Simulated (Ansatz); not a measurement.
Potential energy curve for Al(Me)2(OSiOH3), SMILES [CH3][Al]([CH3])[O][Si](O)(O)O (C2H9AlO4Si), singlet. The Al1–C14 bond (Al1 also carries C, O; C14 carries H, H, H) is varied alone, starting from the PBE0/def2-SVP optimised geometry.

- UKS-BLYP = unrestricted BLYP/def2-SVP run with Ansatz (an electronic-structure program)
- RKS-BLYP = restricted BLYP/def2-SVP (Ansatz)
- RKS-PBE0 = restricted PBE0/def2-SVP in Ansatz
- UKS-PBE = unrestricted PBE/def2-SVP in Ansatz

Energies are in kJ/mol, each relative to the lowest point of its own curve near equilibrium.

| R / Å | UKS-BLYP | RKS-BLYP | RKS-PBE0 | UKS-PBE |
|---|---|---|---|---|
| 1.60 | 160.8 | 160.8 | 153.8 | 157.4 |
| 1.70 | 72.2 | 72.2 | 66.6 | 69.7 |
| 1.83 | 15.5 | 15.5 | [?] | 14.3 |
| 1.91 | 2.3 | 2.3 | 1.2 | 1.9 |
| 1.95 | 0.0 | 0.0 | 0.0 | 0.0 |
| 2.00 | 0.3 | 0.3 | 1.7 | 0.8 |
| 2.07 | 5.5 | 5.5 | [?] | [?] |
| 2.23 | 31.1 | 31.1 | [?] | 34.0 |
| 2.38 | 64.7 | 64.7 | 78.0 | 69.2 |
| 2.60 | 119.4 | 119.4 | 140.4 | 126.1 |
| 2.82 | 173.0 | 173.0 | 202.1 | 182.0 |
| 3.23 | 258.9 | 258.9 | 303.0 | 272.1 |
| 3.57 | 313.1 | 314.1 | 370.2 | 328.6 |
| 4.13 | 355.5 | 377.6 | 451.3 | 370.6 |
| 4.74 | 370.9 | 418.6 | [?] | 385.2 |
| 5.71 | 376.9 | 449.6 | [?] | 390.7 |

Problem. Some entries are withheld; supply them.

Solution. 
- 1.83, RKS-PBE0: 12.5
- 2.07, RKS-PBE0: 8.9
- 2.07, UKS-PBE: 6.7
- 2.23, RKS-PBE0: 39.5
- 4.74, RKS-PBE0: 507.5
- 5.71, RKS-PBE0: 554.1

The unrestricted determinant behind UKS-BLYP, UKS-PBE is spin-contaminated at 3.57 to 5.71 Å (<S²> up to 1.0, against 0.00 for a pure singlet). The restricted form behind RKS-BLYP, RKS-PBE0 keeps the bonding electrons paired and can't separate into open-shell fragments.
